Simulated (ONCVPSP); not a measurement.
# nitrogen, ONCV: configuration errors across variants

- Element: nitrogen (N)
- Generator: ONCVPSP 4.0.1
- Type: optimised norm-conserving Vanderbilt (ONCV)
- Functional: PBE
- Relativity: scalar-relativistic
- Frozen core: [He]
- Valence charge: 5
- Reference configuration: 2s2 2p3
- Partial waves: 2s: rc 1.05 bohr, ncon 4, nbas 7, qcut 7.5 1/bohr, 2 projectors, debl 3.8 Ha; 2p: rc 2.45 bohr, ncon 4, nbas 8, qcut 6.3 1/bohr, 1 projector; d scattering state at 0.42 Ha: rc 1.95 bohr, ncon 4, nbas 7, qcut 5.5 1/bohr, 2 projectors, debl 1.7 Ha
- Local potential: polynomial inside 0.70 bohr (lpopt 5, dvloc0 0 Ha)
- Core correction: Teter function, fcfact 2.75, rcfact 1.6

All-electron excitation energies from the reference (eV): (1) 2s2 2p2 13.591; (2) 2s2 2p1 42.445; (3) 2s2 2p0 89.527; (4) 2s1 2p4 11.507.

A true bound ghost makes a file unfit for plane-wave use even where its test errors are small: the radial tests pick states by their node count and pass the ghost by.

Errors AE − PS in meV (a dash: test not solved or not reliable):

| change | (1) | (2) | (3) | (4) | bound ghosts | GHOST(+) flags above zero |
| --- | --- | --- | --- | --- | --- | --- |
| base | +100 | +841 | +3211 | -29 | none | d |
| s: qcut 9.9; p: qcut 8.3; d: qcut 7.2 | +60 | +544 | +2185 | -12 | none | none |
| p: qcut 4.8 | +163 | +1284 | +4626 | -57 | none | d |
| s: rc 0.7 | +100 | +841 | +3184 | -27 | s | s, d |
| local potential polynomial inside 0.75 bohr (lpopt 5, dvloc0 0 Ha) | +100 | +841 | +3211 | -29 | none | none |
| d: nbas 8 | +100 | +841 | +3211 | -29 | none | d |
| d: qcut 6.9 | +100 | +841 | +3211 | -29 | none | none |
| local potential polynomial inside 0.70 bohr (lpopt 5, dvloc0 2.5 Ha) | +99 | +838 | +3211 | -29 | none | none |
| core correction Teter function, fcfact 2.75, rcfact 1.04 | +99 | +835 | +3184 | -27 | none | d |
| core correction none | +99 | +838 | +3184 | -22 | none | d |

Q: Give the same row for: core correction Teter function, fcfact 7.6, rcfact 1.6.

A: +102, +857, +3238, -30; bound ghosts: none; GHOST(+) flags above zero: d.
